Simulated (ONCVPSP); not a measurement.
What the settings do to the ONCV potential of W

Base potential:

| Property | Result |
| --- | --- |
| Element | W (Z = 74) |
| Generator | ONCVPSP 4.0.1 |
| Type | optimised norm-conserving Vanderbilt (ONCV) |
| Functional | PBEsol |
| Relativity | scalar-relativistic |
| Frozen core | [Kr] 4d10 4f14 |
| Valence charge | 14 |
| Reference configuration | 5s2 5p6 5d4 6s1 (charge +1) |
| Partial waves | 5s+6s: rc 1.75 bohr, ncon 4, nbas 7, qcut 8.5 1/bohr, 2 projectors; 5p: rc 1.75 bohr, ncon 3, nbas 6, qcut 7.9 1/bohr, 2 projectors, debl 3.3 Ha; 5d: rc 2.10 bohr, ncon 4, nbas 9, qcut 7.4 1/bohr, 2 projectors, debl 0.8 Ha |
| Local potential | polynomial inside 1.70 bohr (lpopt 5, dvloc0 -1 Ha) |
| Core correction | Teter function, fcfact 1.5, rcfact 1.1 |

Cutoffs, loose and tight: the cutoffs (Ha) at which the residual kinetic energy of the hardest occupied pseudo-wave falls to 1 and 0.1 mHa per electron. They do not see the model core or the augmentation charge, which bear on the density cutoff. Test errors are all-electron minus pseudo excitation energies from the reference, over the configurations 5s2 5p6 5d4 6s2; 5s2 5p6 5d4 6s0; 5s2 5p6 5d3 6s0; 5s2 5p6 5d5 6s1. A dash means not determined; rows that change the core or the reference have their own tests.

| change | outcome | cutoff, loose | cutoff, tight | bound ghosts | GHOST(+) flags above zero | largest test error (meV) |
| --- | --- | --- | --- | --- | --- | --- |
| base | generated | 22 Ha | 26 Ha | none | s | -10 |
| d: rc 1.48; local potential polynomial inside 1.48 bohr (lpopt 5, dvloc0 -1 Ha) | generated | 22 Ha | 26 Ha | none | s | -9.8 |
| d: rc 1.62; local potential polynomial inside 1.62 bohr (lpopt 5, dvloc0 -1 Ha) | generated | 22 Ha | 26 Ha | none | s | -10 |
| d: rc 1.88 | generated | 22 Ha | 26 Ha | none | s | -10 |
| d: rc 2 | generated | 22 Ha | 26 Ha | none | s | -10 |
| d: rc 2.2 | generated | 22 Ha | 26 Ha | none | s | -10 |
| d: rc 2.46 | generated | 22 Ha | 26 Ha | none | s | -9.7 |
| d: rc 2.64 | generated | 22 Ha | 26 Ha | none | s | -8.6 |
| d: rc 2.9 | generated | 22 Ha | 26 Ha | none | s | +3.7 |
| d: rc 3 | generated | 22 Ha | 26 Ha | none | s | +4.0 |

Reading the sweep of the d radius (base included, trends over the rows without a ghost): The loose cutoff stays near 22 Ha. The median size of the test errors (rows with all tests solved) stays near 3.3 meV.
